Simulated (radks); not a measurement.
Task: The boron ion B2+, [He] 2s1. All-electron calculation, non-relativistic Kohn-Sham, exchange-only PBE, spin-polarised, spherical densities, point nucleus. Program: a radial shooting solver on a logarithmic mesh with Libxc functionals. Every spin shell is full or empty, so the densities are truly spherical. Functionals are evaluated on that one density, not self-consistently. Rank these orbital-free kinetic functionals by their error against the exact value of the orbitals, and give that value: Thomas-Fermi, von Weizsacker, TF + vW, TF + vW/9, TF + vW/5, APBEK, revAPBEK, Perdew 92, Thakkar, Pearson, LKT, PG1, DePristo-Kress, Ernzerhof.

Result: Exact: 23.3339 hartree. From best to worst, with 100 (|E| - |E exact|)/|E exact| (equal figures are ties): DePristo-Kress -0.14, APBEK +0.33, TF + vW/9 +0.56, Perdew 92 +0.58, Thakkar +0.60, revAPBEK +1.16, Ernzerhof +3.34, Pearson -3.96, von Weizsacker -4.97, TF + vW/5 +9.01, Thomas-Fermi -10.00, PG1 +48.81, LKT +56.18, TF + vW +85.04.
